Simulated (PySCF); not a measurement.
Computed properties of 5-methylidene-2H-1,3-oxazole (C4H5NO), SMILES C=C1C=NCO1

5-methylidene-2H-1,3-oxazole (C4H5NO), SMILES C1(=C)OCN=C1. Geometry optimised at ωB97X-D3(BJ)/def2-SVP. One conformer was computed; it need not be the lowest. All values are computed for the isolated molecule unless a solvent is named; none is compared with measurement here.

**Structure.** The optimised structure has Cs symmetry. All 27 harmonic modes at ωB97X-D3(BJ)/def2-SVP (PySCF) are real, so it is a minimum. With heavy atoms numbered as in [CH2:1]=[C:2]1[CH:3]=[N:4][CH2:5][O:6]1, the shortest bond between them is C3–N4 at 1.273 Å and the longest C2–C3 at 1.481 Å.

**Vibrations.** The strongest infrared lines (harmonic, unscaled, degenerate partners summed) lie at 1099 cm⁻¹ (124 km/mol, C 48 %, O 42 %, H 10 %), 1751 cm⁻¹ (87 km/mol, C 55 %, N 41 %), 859 cm⁻¹ (59 km/mol, H 70 %, C 30 %). The softest mode is at 165 cm⁻¹ and the zero-point energy is 54.9 kcal/mol.

**Electronic structure.** B3LYP/def2-TZVP (PySCF) places the frontier levels at -6.49 and -1.51 eV, a gap of 4.98 eV, and gives a dipole moment of 0.47 D and a mean polarisability of 59.2 bohr³. PBE/def2-TZVP (PySCF) at the same geometry gives -5.55 and -2.23 eV, so its gap is 1.66 eV narrower. An orbital gap is neither the optical nor the fundamental gap.

**Excitations.** TDA-B3LYP/def2-SVPD (PySCF) has S1 at 4.92 eV (252 nm, f = 0.265, bright); the most intense of the 10 singlets computed lies at 4.92 eV (f = 0.27). T1 (TDA) is at 3.04 eV, 1.88 eV under S1. TDA-PBE/def2-SVPD (PySCF) puts S1 at 4.39 eV. No vertical singlet excitation falls in the visible range (under 3.1 eV).

**NMR.** GIAO shifts at B3LYP/pcSseg-1 (PySCF) (non-relativistic, atoms alike by connectivity averaged): ¹³C from 88.8 to 171.1 ppm against TMS; ¹H from 4.8 to 7.6 ppm against TMS.

**Solvation.** SMD-M06-2X/def2-SVP (PySCF) gives -6.8 kcal/mol in water, -4.7 kcal/mol in chloroform, -5.4 kcal/mol in acetone (1 M in both phases, gas-phase geometry); of these solvents water holds the molecule best.
